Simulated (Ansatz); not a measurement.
Start from `[F][GeH2][InH2]` and change one atom or group to get `[F][GeH2][Br]`.

Ansatz, PBE0-D4/def2-TZVP geometries, multiplicity 1. 

Elements past krypton have def2 core potentials. Scalar relativity is left out up to krypton. Spin–orbit coupling is left out; it splits and shifts lone-pair levels of the heavy atoms by tenths of an eV.

| property | `[F][GeH2][InH2]` |
| --- | --- |
| HOMO energy (PBE0/def2-TZVPP) / eV | -7.52 |
| HOMO–LUMO gap (B3LYP/def2-TZVPP) / eV | 4.69 |
| HOMO–LUMO gap (PBE0/def2-TZVPP) / eV | 5.15 |
| LUMO energy (ωB97M-V/def2-TZVPP) / eV | -0.82 |
| size of the dipole moment (B3LYP/def2-TZVPP) / D | 2.35 |
| zero-point energy (PBE0-D4/def2-TZVP) / kJ/mol | 77.5 |

Q: What does the change do to each property? (Estimate.)

A: Ansatz gave: 
```json
{"property": "HOMO energy (PBE0/def2-TZVPP) / eV", "`[F][GeH2][Br]`": "-8.67", "shift": "-1.15"}
{"property": "HOMO–LUMO gap (B3LYP/def2-TZVPP) / eV", "`[F][GeH2][Br]`": "7.42", "shift": "2.73"}
{"property": "HOMO–LUMO gap (PBE0/def2-TZVPP) / eV", "`[F][GeH2][Br]`": "8.00", "shift": "2.85"}
{"property": "LUMO energy (ωB97M-V/def2-TZVPP) / eV", "`[F][GeH2][Br]`": "1.26", "shift": "2.08"}
{"property": "size of the dipole moment (B3LYP/def2-TZVPP) / D", "`[F][GeH2][Br]`": "2.15", "shift": "-0.20"}
{"property": "zero-point energy (PBE0-D4/def2-TZVP) / kJ/mol", "`[F][GeH2][Br]`": "50.4", "shift": "-27.1"}
```

With PBE0 the HOMO falls by 1.15 eV and the LUMO rises by 1.70 eV, so the gap widens by about 2.85 eV. PBE moves the HOMO by -0.93 eV and ωB97M-V by -1.34 eV. The zero-point energy changes by -27.1 kJ/mol with -6 modes. Dipoles are sizes alone; their direction can turn.

B3LYP here is the variant with VWN-RPA as its local correlation; programs differ in this.
